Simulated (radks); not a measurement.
The numbers below are computed, except where a source is named.
How relativity changes the ionisation of the carbon ion C3+ ([He] 2s1) to C4+ ([He]). Spin-unpolarised spherical Kohn-Sham, PBE, point nucleus unless stated (finite: rms radius 2.4702 fm), a radial shooting solver on a logarithmic mesh with Libxc functionals. A level marked "c x" has the speed of light scaled by that factor.

\begin{tabular}{lrrrrr}
level & E(C3+) (hartree) & E(C4+) (hartree) & IE (eV) & HOMO & <r> HOMO (bohr) \\ \hline
non-rel. & -34.69078 & -32.34419 & 63.854 & 2s & 1.283 \\
scalar-rel. & -34.70686 & -32.35915 & 63.884 & 2s & 1.282 \\
scalar-rel., finite nucleus & -34.70685 & -32.35915 & 63.884 & 2s & 1.282 \\
Dirac & -34.70686 & -32.35915 & 63.884 & 2s1/2 & 1.282 \\
Dirac, finite nucleus & -34.70685 & -32.35915 & 63.884 & 2s1/2 & 1.282 \\
Dirac, c x 0.85 & -34.71304 & -32.36490 & 63.896 & 2s1/2 & 1.282 \\
Dirac, c x 1.5 & -34.69792 & -32.35084 & 63.867 & 2s1/2 & 1.283 \\
Dirac, c x 100 & -34.69078 & -32.34420 & 63.854 & 2s1/2 & 1.283 \\
\end{tabular}

NIST Atomic Spectra Database: 64.494 eV (measured). The relativistic part of the total energy of C3+ is -0.01607 hartree (Dirac, finite nucleus), 0.046 % of the non-relativistic value. Spin polarisation and multiplet splitting of open shells are left out at every level.

Beside tabulated values, note that spin-unpolarised runs miss the spin-polarisation part of the exchange energy of open shells.
